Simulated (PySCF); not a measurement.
C2H4BF3, SMILES FCB(F)CF. Atoms are numbered in the order given.

```xyz
10

F     -0.5876    -2.2341     0.0000
C     -0.8345    -0.8747     0.0000
B      0.4692     0.0013     0.0000
F      1.6709    -0.5600     0.0000
C      0.3901     1.5753     0.0000
F     -0.9276     2.0187     0.0000
H     -1.4538    -0.6041     0.8790
H     -1.4538    -0.6041    -0.8790
H      0.9132     1.9883    -0.8850
H      0.9132     1.9883     0.8850
```
Charge 0, spin multiplicity 1.

The structure is a stationary point at B3LYP-D3(BJ)/def2-SVP. The structure was generated by enumeration, and PubChem lists no compound with its InChIKey, so it may never have been made. The values are those of a single conformer.

Computed with CAM-B3LYP/def2-TZVP (PySCF).

Symmetry labels are those of the subgroup Cs that the program uses (full group Cs).

Computed valence orbital energies around the gap with their symmetry:
```
orbital  symmetry  energy (eV)
-------  --------  -----------
HOMO−7         A'       -15.21
HOMO−6         A'       -14.95
HOMO−5         A"       -14.69
HOMO−4         A'       -13.69
HOMO−3         A'       -11.83
HOMO−2         A"       -11.80
HOMO−1         A"       -11.53
HOMO           A'       -10.26
LUMO           A"         0.44
LUMO+1         A'         1.28
LUMO+2         A'         1.88
LUMO+3         A'         2.39
```
